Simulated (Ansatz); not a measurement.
Born–Oppenheimer molecular dynamics of BrClH$_{2}$Zn (5 atoms, charge 0, multiplicity 1). It starts at the highest image of a converged band, a first-order saddle point between two minima.

Theory: Ansatz 0.2.0, RKS PBE0-D4/def2-SVP.

```json
{"ensemble": "NVE (velocity Verlet)", "time step": "0.5 fs", "steps asked": "200", "starting velocities drawn for": "300 K", "seed": "6363"}
```

Frames 2.5 fs apart, positions in Å, forces in eV/Å.

Velocities at 35.0 fs (Å/ps):

```
Zn 1.69 -4.25 -5.19
Br -1.41 1.12 1.95
Cl 0.02 2.69 2.66
H 5.13 50.72 40.61
H -3.39 41.63 47.64
```

```xyz
5
Properties=species:S:1:pos:R:3:forces:R:3 time_fs=35.0 energy_less_start_eV=-0.533 T=1674
Zn -0.546 0.036 0.356 0.97 -1.28 -1.80
Br 1.049 -0.898 -1.501 -1.23 0.98 1.65
Cl -2.515 -0.465 1.014 0.39 0.37 0.14
H 1.137 1.446 0.485 -0.05 0.08 0.65
H 1.037 1.627 1.251 -0.08 -0.15 -0.64
5
Properties=species:S:1:pos:R:3:forces:R:3 time_fs=37.5 energy_less_start_eV=-0.595 T=1834
Zn -0.541 0.025 0.342 0.87 -1.27 -1.74
Br 1.045 -0.894 -1.495 -1.21 1.00 1.66
Cl -2.515 -0.458 1.021 0.46 0.38 0.10
H 1.147 1.575 0.605 0.00 -0.06 0.06
H 1.026 1.727 1.351 -0.13 -0.04 -0.08
5
Properties=species:S:1:pos:R:3:forces:R:3 time_fs=40.0 energy_less_start_eV=-0.645 T=1963
Zn -0.536 0.013 0.327 0.74 -1.27 -1.67
Br 1.040 -0.891 -1.488 -1.17 0.99 1.65
Cl -2.514 -0.450 1.028 0.55 0.39 0.07
H 1.159 1.699 0.727 0.13 -0.19 -0.68
H 1.008 1.824 1.449 -0.25 0.08 0.64
5
Properties=species:S:1:pos:R:3:forces:R:3 time_fs=42.5 energy_less_start_eV=-0.706 T=2122
Zn -0.529 -0.001 0.310 0.59 -1.24 -1.56
Br 1.035 -0.886 -1.480 -1.13 0.97 1.60
Cl -2.512 -0.442 1.035 0.64 0.40 0.03
H 1.175 1.815 0.820 -0.17 0.00 0.55
H 0.976 1.924 1.572 0.06 -0.13 -0.61
5
Properties=species:S:1:pos:R:3:forces:R:3 time_fs=45.0 energy_less_start_eV=-0.776 T=2302
Zn -0.523 -0.015 0.291 0.42 -1.23 -1.45
Br 1.028 -0.880 -1.471 -1.06 0.93 1.53
Cl -2.509 -0.433 1.042 0.73 0.41 -0.02
H 1.184 1.929 0.938 -0.09 -0.04 0.21
H 0.947 2.018 1.667 0.00 -0.08 -0.27
5
Properties=species:S:1:pos:R:3:forces:R:3 time_fs=47.5 energy_less_start_eV=-0.839 T=2463
Zn -0.516 -0.031 0.272 0.22 -1.19 -1.30
Br 1.021 -0.874 -1.461 -0.97 0.88 1.43
Cl -2.504 -0.423 1.049 0.82 0.42 -0.06
H 1.190 2.040 1.063 0.27 -0.12 -0.72
H 0.915 2.107 1.751 -0.34 0.02 0.66
5
Properties=species:S:1:pos:R:3:forces:R:3 time_fs=50.0 energy_less_start_eV=-0.912 T=2651
Zn -0.508 -0.048 0.251 0.01 -1.13 -1.12
Br 1.012 -0.868 -1.449 -0.85 0.80 1.28
Cl -2.498 -0.412 1.056 0.89 0.42 -0.11
H 1.206 2.145 1.159 -0.24 -0.01 0.46
H 0.869 2.197 1.860 0.19 -0.08 -0.52
5
Properties=species:S:1:pos:R:3:forces:R:3 time_fs=52.5 energy_less_start_eV=-0.981 T=2830
Zn -0.501 -0.066 0.229 -0.23 -1.04 -0.89
Br 1.004 -0.860 -1.437 -0.69 0.70 1.10
Cl -2.491 -0.401 1.063 0.97 0.41 -0.16
H 1.211 2.249 1.275 -0.19 -0.03 0.29
H 0.830 2.283 1.947 0.14 -0.05 -0.34
5
Properties=species:S:1:pos:R:3:forces:R:3 time_fs=55.0 energy_less_start_eV=-1.035 T=2970
Zn -0.494 -0.085 0.206 -0.50 -0.93 -0.62
Br 0.994 -0.852 -1.424 -0.49 0.59 0.86
Cl -2.482 -0.390 1.069 1.02 0.40 -0.20
H 1.209 2.351 1.402 0.42 -0.05 -0.66
H 0.796 2.366 2.019 -0.46 -0.02 0.62
5
Properties=species:S:1:pos:R:3:forces:R:3 time_fs=57.5 energy_less_start_eV=-1.087 T=3103
Zn -0.487 -0.105 0.183 -0.82 -0.77 -0.29
Br 0.985 -0.844 -1.410 -0.22 0.44 0.56
Cl -2.471 -0.377 1.075 1.07 0.39 -0.24
H 1.223 2.450 1.503 -0.30 -0.03 0.36
H 0.744 2.447 2.114 0.27 -0.03 -0.40
5
Properties=species:S:1:pos:R:3:forces:R:3 time_fs=60.0 energy_less_start_eV=-1.118 T=3181
Zn -0.482 -0.125 0.159 -1.18 -0.59 0.11
Br 0.975 -0.835 -1.396 0.11 0.27 0.20
Cl -2.459 -0.364 1.081 1.09 0.37 -0.27
H 1.224 2.548 1.619 -0.30 -0.03 0.31
H 0.703 2.527 2.193 0.27 -0.01 -0.34
5
Properties=species:S:1:pos:R:3:forces:R:3 time_fs=62.5 energy_less_start_eV=-1.120 T=3190
Zn -0.477 -0.146 0.136 -1.59 -0.38 0.56
Br 0.965 -0.827 -1.381 0.52 0.07 -0.23
Cl -2.444 -0.350 1.086 1.10 0.35 -0.30
H 1.212 2.644 1.749 0.56 0.02 -0.54
H 0.673 2.606 2.256 -0.58 -0.06 0.51
```

Of the whole run (100 fs, mean temperature of the second half 2830 K): The conserved energy stayed within 0.051 meV per atom of its start (net change 0.034 meV per atom), so the integration is sound. The system heated up, since it started high on the potential surface and ran downhill. A run of 0.1 ps of so small a system gives no equilibrium averages. The orbitals stay closed-shell, which can raise the energy where a bond breaks towards radicals; this wasn't checked here.

The run took 6.7 min on 2 threads of Arm Neoverse V2, with other jobs on the host, peak memory 0.21 GiB.
